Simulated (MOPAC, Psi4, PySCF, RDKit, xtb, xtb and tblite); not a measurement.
Two geometries of CH₆O₂Si, SMILES OCO[SiH3], relaxed at GFN2-xTB with one dihedral held; other torsions can differ between them too.

Structure A

```
10

O     -1.7738     0.0874     0.7751
C     -0.9327    -0.8413     0.1489
O     -0.4206    -1.7032     1.0750
Si    -0.6899    -1.5945     2.6855
H     -1.8907     0.8653     0.2213
H     -0.0976    -0.3294    -0.3611
H     -1.4985    -1.4229    -0.6020
H      0.1050    -2.7522     3.0724
H     -2.1078    -1.7250     3.0133
H     -0.1719    -0.3395     3.2336
```

Structure B

```
10

O      1.3398     0.5462    -0.1009
C      1.1211    -0.7658     0.3314
O      2.2324    -1.5514     0.1413
Si     3.6881    -0.9837    -0.3389
H      0.7220     0.7920    -0.7943
H      0.9000    -0.7383     1.4115
H      0.2721    -1.2308    -0.1890
H      4.4059    -2.2490    -0.2858
H      3.6244    -0.4301    -1.6946
H      4.2093     0.0309     0.5739
```

Question: Which is lower in energy at the level Psi4 with DF-MP2 (frozen core)/cc-pVTZ // GFN2-xTB, and by how much?

Answer: B is lower, by 1.25 kcal/mol (dihedral H5–O1–C2–O3: 160° in A, 120° in B).

E(B) − E(A) in kcal/mol at the other levels, on the same two geometries: GFN2-xTB (xtb and tblite) -0.44; MMFF94 // GFN2-xTB (RDKit) -2.90; B3LYP/def2-TZVP // GFN2-xTB (Psi4) -1.21; B3LYP-D3(BJ)/def2-TZVP // GFN2-xTB (Psi4) -1.25; PBE/def2-TZVP // GFN2-xTB (Psi4) -1.38; PBE-D3(BJ)/def2-TZVP // GFN2-xTB (Psi4) -1.40; HF/cc-pVTZ // GFN2-xTB (Psi4) -0.86; UFF // GFN2-xTB (RDKit) -0.73; PM7, restricted, heats of formation // GFN2-xTB (MOPAC) -2.24; AM1, restricted, heats of formation // GFN2-xTB (MOPAC) -0.61; GFN1-xTB // GFN2-xTB (xtb) -0.85; restricted B3LYP/6-31G*, spherical d // GFN2-xTB (PySCF) -1.42; restricted MP2 (frozen core)/6-31G*, spherical d // GFN2-xTB (PySCF) -1.43; restricted B3LYP/3-21G // GFN2-xTB (PySCF) -1.74; restricted MP2 (frozen core)/3-21G // GFN2-xTB (PySCF) -1.83.
